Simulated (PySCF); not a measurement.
C2H3BN2O, SMILES OB1C=NC=N1. Atoms are numbered in the order given.

```xyz
9

O      0.1528     2.0734     0.0000
B      0.0391     0.7437     0.0000
C      1.2079    -0.3644     0.0000
N      0.6395    -1.5142     0.0000
C     -0.7950    -1.2328     0.0000
N     -1.2160    -0.0305     0.0000
H     -0.7123     2.5043     0.0000
H      2.3030    -0.2982     0.0000
H     -1.4508    -2.1156     0.0000
```

Geometry optimised at PBE0-D3(BJ)/def2-SVP. This is a generated structure with no PubChem entry under its InChIKey; it may be hypothetical. One conformer was computed; it need not be the lowest.

Level of theory: PBE0/pcSseg-1 (PySCF).

GIAO shieldings, no solvent; atoms alike by connectivity are averaged. δ = σ(ref) − σ: ¹⁷O against H2O (σ = 334.2 ppm); ¹¹B against BF3 (σ = 88.8 ppm); ¹³C against TMS (σ = 186.3 ppm); ¹⁵N against NH3 (σ = 267.4 ppm); ¹H against TMS (σ = 31.56 ppm), references at their B3LYP-D3(BJ)/def2-TZVP geometries, non-relativistic.

```csv
atoms,nucleus,count,δ (ppm)
O1,¹⁷O,1,160.4
B2,¹¹B,1,?
C3,¹³C,1,203.7
C5,¹³C,1,?
N4,¹⁵N,1,?
N6,¹⁵N,1,?
H8,¹H,1,9.40
H9,¹H,1,8.92
H7,¹H,1,6.48
```

### Question
Complete the blanks. (Estimate from the structure and the level; the computed values follow.)

### Answer

- B2, δ (ppm): 24.0
- N6, δ (ppm): 302.1
- C5, δ (ppm): 195.2
- N4, δ (ppm): 463.3
